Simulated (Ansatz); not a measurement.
`[OH][Ga]([OH])[O][SiH3]` + `C[SiH](N)O` → `[OH][Ga]([OH])[OH]` + `C[SiH](N)O[SiH3]`  (redistribution)

Calculated with Ansatz (gas phase, PBE0-D4/def2-TZVP geometries, no zero-point term in ΔE). CCSD(T)/CBS adds triple-zeta CCSD(T) − MP2 to the extrapolated MP2 energy (def2 sets, frozen cores). Functionals use def2-TZVPP. B3LYP here is the variant with VWN-RPA as its local correlation; programs differ in this. For Ga outer-core shells are correlated without core-valence functions, which leaves a few kJ/mol of doubt a bond. Scalar relativity is left out up to krypton. One conformer a species, not always the lowest.

`[OH][Ga]([OH])[O][SiH3]`:

```xyz
10

O    -1.146   -1.065   -1.612
Ga   -0.452    0.446   -1.008
O    -0.599    1.953   -1.926
O     0.400    0.439    0.539
Si    0.795   -0.633    1.709
H    -1.590   -0.968   -2.458
H    -0.181    2.701   -1.492
H     1.529    0.097    2.775
H    -0.421   -1.256    2.298
H     1.667   -1.713    1.173
```

`C[SiH](N)O`:

```xyz
11

C    -1.161    0.167   -0.868
Si    0.525   -0.239   -0.192
N     0.342   -0.451    1.501
O     1.647    0.933   -0.490
H    -1.096    0.391   -1.936
H    -1.850   -0.674   -0.745
H    -1.594    1.037   -0.367
H     1.101   -1.413   -0.898
H     1.087   -0.816    2.071
H    -0.559   -0.668    1.893
H     1.559    1.733    0.030
```

`[OH][Ga]([OH])[OH]`:

```xyz
7

O    -0.161    1.625    0.692
Ga    0.000    0.000   -0.001
O    -1.180   -0.577   -1.193
O     1.341   -1.048    0.501
H    -0.919    2.107    0.354
H    -1.000   -1.468   -1.502
H     1.919   -0.639    1.149
```

`C[SiH](N)O[SiH3]`:

Cartesian coordinates in Å:
```
C -1.822 -0.044 -1.199
Si -0.668 -0.441 0.197
N 0.339 -1.752 -0.233
O 0.148 0.950 0.546
Si 1.645 1.422 0.994
H -2.490 -0.883 -1.405
H -2.427 0.833 -0.960
H -1.262 0.179 -2.111
H -1.371 -0.852 1.439
H 0.793 -2.326 0.458
H 0.784 -1.825 -1.132
H 2.151 0.597 2.126
H 2.601 1.298 -0.139
H 1.580 2.842 1.419
```

| species | B3LYP-D4 energy (Eh) |
| --- | --- |
| `[OH][Ga]([OH])[O][SiH3]` | -2443.35932 |
| `C[SiH](N)O` | -462.00930 |
| `[OH][Ga]([OH])[OH]` | -2152.59005 |
| `C[SiH](N)O[SiH3]` | -752.78201 |

(1) Work out ΔE.

Largest T1 diagnostic among the species: 0.014.

## Answers

(1) ΔE = (-2152.59005) + (-752.78201) − (-2443.35932) − (-462.00930) = -0.00344 Eh = -9.0 kJ/mol. CCSD(T)/CBS gives -7.4 kJ/mol.
